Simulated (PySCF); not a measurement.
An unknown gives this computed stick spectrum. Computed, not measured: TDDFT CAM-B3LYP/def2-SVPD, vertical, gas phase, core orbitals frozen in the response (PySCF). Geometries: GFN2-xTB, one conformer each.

| state | ν̃ (cm⁻¹) | f | main configurations (H = HOMO, L = LUMO) |
| --- | --- | --- | --- |
| S1 | 49900 | 0.064 | H→L (80%), H→L+1 (10%) |
| S2 | 50950 | 0.056 | H→L+1 (73%), H→L+2 (15%) |
| S3 | 53090 | 0.028 | H-1→L+1 (32%), H-1→L (26%), H→L+5 (24%) |
| S4 | 55780 | 0.044 | H→L+3 (50%), H→L+2 (21%), H-1→L (10%) |
| S5 | 57110 | 0.015 | H-1→L (30%), H→L+2 (30%), H-1→L+2 (10%) |
| S6 | 58220 | 0.0040 | H→L+3 (33%), H→L+4 (14%), H-1→L (14%) |
| S7 | 59680 | 0.0056 | H→L+4 (54%), H→L+8 (17%) |
| S8 | 60860 | 0.020 | H→L+8 (58%), H→L+4 (10%) |

Question: Which candidate is it? All have the formula C6H7F2N.
A. `N#C[C@@H]1C[C@H](F)C[C@@H]1F`
B. `N#C[C@@]1(F)CC[C@@H](F)C1`
C. `FC(F)CN1C=CC=C1`

Answer: C. Its S1, at 6.19 eV, is the lowest among the candidates; the nearest of the others has S1 at 7.39 eV. S1 is HOMO→LUMO (80%), HOMO→LUMO+1 (10%). Löwdin shares by element: HOMO carbon 83% or more (atoms not listed hold the other 17%); LUMO carbon 29% or more, hydrogen 24% or more (atoms not listed hold the other 47%). At the same level the other candidates give, for their lowest levels:
- `N#C[C@@H]1C[C@H](F)C[C@@H]1F`: 7.79 eV (f 0.000); 8.10 eV (f 0.006); 8.14 eV (f 0.005); 8.76 eV (f 0.007); 8.85 eV (f 0.012); T1 6.47 eV; HOMO -10.84, LUMO 0.69 eV
- `N#C[C@@]1(F)CC[C@@H](F)C1`: 7.39 eV (f 0.001); 8.04 eV (f 0.004); 8.31 eV (f 0.001); 8.81 eV (f 0.009); 9.07 eV (f 0.010); T1 6.36 eV; HOMO -10.98, LUMO 0.90 eV

Conformer computed: `[F:1][CH:2]([F:3])[CH2:4][n:5]1[cH:6][cH:7][cH:8][cH:9]1`: F1–C2–C4–N5 78°, C2–C4–N5–C6 95°.
Triplets come from the Tamm–Dancoff approximation.
